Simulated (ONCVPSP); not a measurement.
**nitrogen, ONCV: configuration errors across variants**

- Element: N
- Generator: ONCVPSP 4.0.1
- Type: optimised norm-conserving Vanderbilt (ONCV)
- Functional: PBE
- Relativity: scalar-relativistic
- Frozen core: [He]
- Valence charge: 5
- Reference configuration: 2s2 2p3
- Partial waves: 2s: rc 0.95 bohr, ncon 4, nbas 8, qcut 8.7 1/bohr, 1 projector; 2p: rc 1.75 bohr, ncon 4, nbas 7, qcut 6.6 1/bohr, 2 projectors, debl 2.7 Ha
- Local potential: polynomial inside 0.65 bohr (lpopt 5, dvloc0 0 Ha)
- Core correction: none

All-electron excitation energies from the reference (eV): (1) 2s2 2p2 13.591; (2) 2s2 2p1 42.445; (3) 2s2 2p0 89.527.

2 further variants failed, have other tests or another functional or relativity, and are left out.

Errors AE − PS in meV (a dash: test not solved or not reliable):

```csv
change,(1),(2),(3),bound ghosts,GHOST(+) flags above zero
base,+39,+327,+1303,none,none
s: rc 1.08,+39,+329,+1322,none,none
s: nbas 7,+39,+324,+1301,none,none
s: nproj 2,+38,+316,+1271,none,none
"local potential polynomial inside 0.85 bohr (lpopt 3, dvloc0 0 Ha)",+39,+324,+1298,none,none
s: qcut 5.3; p: qcut 4,+87,+678,+2544,none,none
"all radii scaled by about 0.78 (s 0.74, p 1.36 bohr); local potential polynomial inside 0.50 bohr (lpopt 5, dvloc0 0 Ha)",+17,+161,+724,none,none
```

(1) Give the same row for: local potential polynomial inside 0.65 bohr (lpopt 5, dvloc0 6.5 Ha).

Answers

(1) +39, +324, +1298; bound ghosts: none; GHOST(+) flags above zero: none.
